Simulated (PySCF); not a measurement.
Checking a proposed structure

A compound C₄H₈FNSi₂ gives the data below (simulated from a calculation) and was assigned the structure `N#C/C([SiH3])=C(\[SiH3])CF`.

¹³C{¹H} NMR (computed): δ 168.3 (C), 146.6 (CH), 119.5 (C), 84.0 (CH).

¹H NMR (400 MHz, computed): δ 7.06 (m, 1H), 5.72 (m, 1H), 4.36 (s, 3H), 4.19 (d, 3H).

[PySCF 2.14.0 with density-fitted response routines: coordinates at the GFN2-xTB level; shieldings: GIAO PBE0/pcSseg-1; non-relativistic; no solvent; rapidly exchanging positions averaged; one computed conformer]

Scale: TMS for ¹H and ¹³C (reference shieldings calculated alike).

(1) Compare with the shifts computed for the proposed structure, pairing carbons in order of shift.

(2) Which isomer fits?

## Answers

(1) Mapped SMILES: `[N:1]#[C:2]/[C:3]([SiH3:4])=[C:5](\[SiH3:6])[CH2:7][F:8]`. Hydrogens are named by the atom that carries them.

| atom | computed for proposal | given list | difference |
| --- | --- | --- | --- |
| C5 | 177.0 | 168.3 | +8.7 |
| C2 | 124.9 | 146.6 | -21.7 |
| C3 | 123.8 | 119.5 | +4.3 |
| C7 | 92.9 | 84.0 | +8.9 |

The rms difference is 12.7 ppm and the largest -21.7 ppm at C2 (nitrile carbon). The carbon types in order of shift don't match either: C, C, C, CH2 for the proposal against C, CH, C, CH in the data. The proposal doesn't fit.

(2) SMILES C(#N)[C@H](F)/C([SiH3])=C\[SiH3].

- Carbon types of the structure: 2 × C, 2 × CH, leaving 6 H on heteroatoms.
- δC 168.3: fully substituted alkene carbon.
- δC 146.6: alkene CH; an sp2 carbon of a C=C bond.
- δC 119.5: nitrile carbon; this is the usual window of a C≡N carbon, which has no attached hydrogen.
- δC 84.0: allylic sp3 CH bonded to F; pulled downfield by the heteroatom.

Other isomers checked: N[Si@@H]1C=C[SiH2]C=C1F (rms 23.4 ppm); [H]/N=C\[C@H]([SiH3])C#C[SiH2]F (rms 34.7 ppm).

The shifts were computed for this structure.

Splittings by ¹⁹F in the carbon and heteronuclear signals aren't shown, as no couplings were computed. Shifts are as computed. Against solution values, carbons near 30 ppm lie about +3 ppm off and those near 130 ppm about +5 ppm. Of 1211 compounds with measured shifts, 218 miss one by over three times the rms of a fit or turn the order of signals round; such compounds aren't used in these exercises. Multiplicities follow the n + 1 count of equivalent neighbours, as no J values were calculated; m marks all less simple cases, F and P coupling included.
